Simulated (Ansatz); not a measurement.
Coupled-cluster run, CH5ClOSSi, SMILES `CO[SiH](S)Cl`.

```yaml
crystal:
  periodic: [false, false, false]
  atoms:
    - {symbol: C, position_ang: [0.620215, -0.368181, -1.523365]}
    - {symbol: O, position_ang: [0.977390, 0.206019, -0.281156]}
    - {symbol: Si, position_ang: [0.057022, 0.155937, 1.055827]}
    - {symbol: S, position_ang: [-1.763348, 1.178680, 0.654098]}
    - {symbol: Cl, position_ang: [1.156897, 1.051427, 2.520691]}
    - {symbol: H, position_ang: [-0.325982, 0.038447, -1.892656]}
    - {symbol: H, position_ang: [0.530451, -1.456354, -1.444038]}
    - {symbol: H, position_ang: [1.409980, -0.132581, -2.237026]}
    - {symbol: H, position_ang: [-0.243702, -1.222224, 1.504027]}
    - {symbol: H, position_ang: [-2.418933, 0.548831, 1.643598]}
basis:
  gaussian: {orbitals: def2-TZVPP}
correlation: {method: ccsd_t}
```

```sh
$ ansatz run in.yaml --threads 2 --pin off --events-out ev --progress --plain --max-ram 22528MiB --backend cuda --devices 0, --max-vram 18GiB
```

Output of Ansatz, abridged:

```
Functional definition: HF
1508 factors; integrals over basis functions are off by at most 1.1e-3 eV
mean field evaluation 1: about -34332.5130 eV, gradient 3.5e1 eV
mean field evaluation 2: about -34332.8590 eV, gradient 3.5e1 eV
mean field evaluation 4: about -34335.7580 eV, gradient 4.0e0 eV
mean field evaluation 8: about -34335.8240 eV, gradient 3.5e-1 eV
mean field -34335.82462144 eV, -1261.8182811801 hartree, gradient 6.7e-6 eV, S^2 0.000000; 0 other end points of the search recorded, 0 dependent functions left out
17 core orbitals not correlated: weight in the atoms' cores, before any rotation towards them, 1.000 or more for the frozen orbitals, at most 0.000 for the correlated occupied ones
reference -34335.82462144 eV, -1261.8182811801 hartree; 16, 16 occupied and 225, 225 virtual orbitals, 1508 factors
second order -24.33861580 eV of doubles, -0.00000000 eV of singles
cycle   1  -25.16038279 eV  change   -8.2e-1 eV  update   1.0e-1
cycle   2  -25.74328688 eV  change   -5.8e-1 eV  update   2.9e-2
cycle   3  -25.86255465 eV  change   -1.2e-1 eV  update   1.5e-2
cycle   4  -25.85252530 eV  change    1.0e-2 eV  update   3.2e-3
cycle   5  -25.85090457 eV  change    1.6e-3 eV  update   1.4e-3
cycle   6  -25.85117345 eV  change   -2.7e-4 eV  update   4.2e-4
cycle   7  -25.85093498 eV  change    2.4e-4 eV  update   1.6e-4
cycle   8  -25.85090309 eV  change    3.2e-5 eV  update   4.9e-5
cycle   9  -25.85092338 eV  change   -2.0e-5 eV  update   1.8e-5
perturbative correction -1.05592330 eV, -0.0388044654 hartree
Total energy: -34362.73146812 eV, -1262.8070895574 hartree
```

Run time 2.7 s (2 threads of an AMD EPYC 7R13 on a shared host and a share of an NVIDIA H100 80 GB); peak host memory 0.79 GiB.

MP2 recovers 90.5 % of the CCSD(T) correlation energy and the triples give 3.9 %; T1 = 0.0108.
